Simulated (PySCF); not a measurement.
O2Si, SMILES O=[Si]=O.

The structure is a stationary point at ωB97X-D3(BJ)/def2-TZVP.

Two levels are set side by side: TDDFT-PBE/def2-TZVPD (PySCF) and TDDFT-ωB97X/def2-TZVPD (PySCF). Vertical, same geometry. The lowest singlet is HOMO→LUMO 100 % with PBE and HOMO→LUMO 97 % with the other functional; states are paired by order. Differences are taken from unrounded values.

| quantity | TDDFT-ωB97X |
|---|---|
| lowest singlet excitation (eV) | 4.59 |
| lowest triplet excitation (TDA) (eV) | 4.23 |
| first bright state (f over 0.05) (eV) | 6.06 |
| its oscillator strength | 0.08 |

Problem. What does TDDFT-PBE give, and how far is it from TDDFT-ωB97X? (Estimate from the structure and the level; the computed values follow.)

Solution. 
| quantity | TDDFT-PBE | TDDFT-PBE minus TDDFT-ωB97X |
|---|---|---|
| lowest singlet excitation (eV) | 4.09 | -0.50 |
| lowest triplet excitation (TDA) (eV) | 3.68 | -0.55 |
| first bright state (f over 0.05) (eV) | 5.31 | -0.76 |
| its oscillator strength | 0.06 | -0.02 |

A lower first singlet is the usual sign of a functional without exact exchange. Differences between two approximate levels are no errors against the true value.

Rough cost on one machine, each run with all the roots and properties that it gave: TDDFT-ωB97X against TDDFT-PBE about 5 times.
